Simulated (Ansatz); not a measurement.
Geometry optimisation, DFT PBEsol, scalar-relativistic, plane waves, PAW in Ansatz 0.2.0.

Input file:

```yaml
accuracy: low
crystal:
  lattice:
    - [11.67, 0.0, 0.0]
    - [0.0, 5.501291, 0.0]
    - [0.0, 0.0, 15.750645]
  atoms:
    - { symbol: Pd, position: [0.0, 0.0, 0.0634895] }
    - { symbol: Pd, position: [0.3333333, 0.0, 0.0634895] }
    - { symbol: Pd, position: [0.6666667, 0.0, 0.0634895] }
    - { symbol: Pd, position: [0.0, 0.5, 0.0634895] }
    - { symbol: Pd, position: [0.3333333, 0.5, 0.0634895] }
    - { symbol: Pd, position: [0.6666667, 0.5, 0.0634895] }
    - { symbol: Pd, position: [0.1666667, 0.25, 0.150808] }
    - { symbol: Pd, position: [0.5, 0.25, 0.150808] }
    - { symbol: Pd, position: [0.8333333, 0.25, 0.150808] }
    - { symbol: Pd, position: [0.1666667, 0.75, 0.150808] }
    - { symbol: Pd, position: [0.5, 0.75, 0.150808] }
    - { symbol: Pd, position: [0.8333333, 0.75, 0.150808] }
    - { symbol: Pd, position: [0.0, 0.0, 0.2381265] }
    - { symbol: Pd, position: [0.3333333, 0.0, 0.2381265] }
    - { symbol: Pd, position: [0.6666667, 0.0, 0.2381265] }
    - { symbol: Pd, position: [0.0, 0.5, 0.2381265] }
    - { symbol: Pd, position: [0.3333333, 0.5, 0.2381265] }
    - { symbol: Pd, position: [0.6666667, 0.5, 0.2381265] }
    - { symbol: C, position: [0.5558363, 0.6580054, 0.3365351] }
basis:
  ecutwfc: 420.0
kpoints:
  mp_grid: { grid: [1, 3, 1] }
hamiltonian:
  xc: pbesol
  pseudopotentials: { kind: paw, azcp: { folder: soft_1 } }
scf:
  occupations: { method: fermi_dirac, width: 0.05 }
  lower_state_search: "off"
relax:
  f_tol: 0.08
  max_steps: 25
  adjacent_minimum: "off"
  constraints: [{ sites: [0, 1, 2, 3, 4, 5] }]
output:
  write_density: true
  write_potential: true
  elf: true
  volumetric_format: npy
```

Run as:

```bash
$ ansatz run input.yaml --threads 4 --pin off --max-ram 10240MiB --backend cpu --events-out ev --progress --plain --runs-dir out
```

Question: Where does it end, and by what steps?

Answer: It converged. The force dipped under the threshold on the way, but the program's further checks kept it going. Limits of this set-up: coarse k mesh, thin slab, slab without dipole correction, PAW files made for another functional, a typed lattice constant that wasn't relaxed here, low accuracy level. After 9 steps the energy has fallen by 3.955 eV; C19 moved furthest, 1.37 Å. Joined: Pd11–C19 (3.04 → 1.89 Å).

| step | energy less start (eV) | largest force component (eV/Å) | accepted |
| --- | --- | --- | --- |
| 0 | 0.0000 | 4.006 | yes |
| 1 | -1.1253 | 3.707 | yes |
| 2 | -1.8820 | 1.307 | yes |
| 3 | -2.4952 | 1.654 | yes |
| 4 | -3.0755 | 1.498 | yes |
| 5 | -3.3882 | 1.103 | yes |
| 6 | -3.7366 | 1.196 | yes |
| 7 | -3.9171 | 0.638 | yes |
| 8 | -3.9553 | 0.051 | yes |
| 9 | -3.9553 | 0.051 | yes |

```xyz
19
Lattice="11.6700 0.0000 0.0000 0.0000 5.5013 0.0000 0.0000 0.0000 15.7506" Properties=species:S:1:pos:R:3
Pd 0.000 0.000 1.000
Pd 3.890 0.000 1.000
Pd 7.780 0.000 1.000
Pd 0.000 2.751 1.000
Pd 3.890 2.751 1.000
Pd 7.780 2.751 1.000
Pd 1.960 1.376 2.339
Pd 5.849 1.374 2.243
Pd 9.656 1.374 2.317
Pd 1.937 4.126 2.298
Pd 5.821 4.124 2.269
Pd 9.706 4.125 2.279
Pd -0.035 0.006 3.572
Pd 3.911 -0.004 3.607
Pd 7.743 -0.005 3.736
Pd -0.035 2.741 3.572
Pd 3.908 2.753 3.607
Pd 7.748 2.727 3.752
C 6.510 4.107 4.025
```

Whether the end is a true minimum wasn't checked by a vibrational analysis.

The run took 89 s on 4 threads of Intel(R) Xeon(R) Platinum 8259CL CPU @ 2.50GHz (Skylake/Cascade Lake), with other jobs on the host, peak memory 2.2 GiB.
